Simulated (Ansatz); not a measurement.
A run for Ansatz (a first-principles code): R-PBE0/def2-TZVPPD on CH6O (a complex). Files ending in .json are basis or fitting sets from the Basis Set Exchange.

Ansatz 0.2 input:
```yaml
crystal:
  periodic: [false, false, false]
  atoms:
    - {symbol: C, position_ang: [0.68555280, 0.34947682, -0.35468244]}
    - {symbol: O, position_ang: [-0.66137539, 0.20278017, 0.07652935]}
    - {symbol: H, position_ang: [1.37289390, -0.28147864, 0.21926857]}
    - {symbol: H, position_ang: [0.95632513, 1.39133564, -0.19042839]}
    - {symbol: H, position_ang: [0.80217985, 0.12518401, -1.42035025]}
    - {symbol: H, position_ang: [-0.93646698, -0.70741956, -0.07222238]}
    - {symbol: H, position_ang: [-0.21497935, -0.20729653, 2.54534587]}
    - {symbol: H, position_ang: [0.05452262, -0.44675102, 3.19861632]}
basis:
  gaussian:
    orbitals: def2-TZVPPD.json
hamiltonian:
  xc: {name: PBE0}
scf: {lower_state_search: off}
```

It printed:

```
WARN ansatz: RAYON_NUM_THREADS=1 ignored (pool sized by the plan → 1); use --threads N
Functional definition: PBE0
these checks for a lower state are left out or cut short: stability, starts, cluster_reference, orbital_swaps, neighbouring_geometries, increment
integrals: 0.05 GiB planned
712 factors; their error is unknown
mean field: 0.61 GiB planned
mean field evaluation 1: about -3174.1717 eV, gradient 4.8e1 eV
mean field evaluation 2: about -3170.2847 eV, gradient 6.7e1 eV
mean field evaluation 4: about -3178.5808 eV, gradient 2.7e0 eV
mean field evaluation 8: about -3178.5856 eV, gradient 3.6e-2 eV
mean field -3178.58560732 eV, -116.8108665461 hartree, gradient 2.4e-6 eV, S^2 0.000000; 0 other end points of the search recorded, 0 dependent functions left out
reference -3178.58563972 eV, -116.8108677370 hartree; 10, 10 occupied and 169, 169 virtual orbitals, 712 factors
Total energy: -3178.58563972 eV, -116.8108677370 hartree
Checks for a lower state left out: stability, starts, cluster_reference, orbital_swaps, neighbouring_geometries, increment
```

The run converged.

Cost: about 1.8 core-seconds (a rough figure).
